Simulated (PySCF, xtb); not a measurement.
H₄O₃SZr, SMILES [OH][Zr]([OH])([OH])[SH], multiplicity 1.

GFN2-xTB (xtb) at its own geometry gives an orbital gap of 2.91 eV and a dipole moment of 5.60 D.

Geometry: B3LYP-D3(BJ)/def2-SVP. The spin state was assumed, not searched. The structure was generated by enumeration; whether it is a known compound was not checked. The def2 effective core potentials stand for the cores of Zr; spin–orbit coupling is left out. One conformer was computed; it need not be the lowest.

### Question
What does PySCF with PBE/def2-TZVP give? (Estimate from the structure and the level; the computed values follow.)

### Answer
gap 4.33 eV (levels -5.69 and -1.36 eV), dipole 3.43 D.
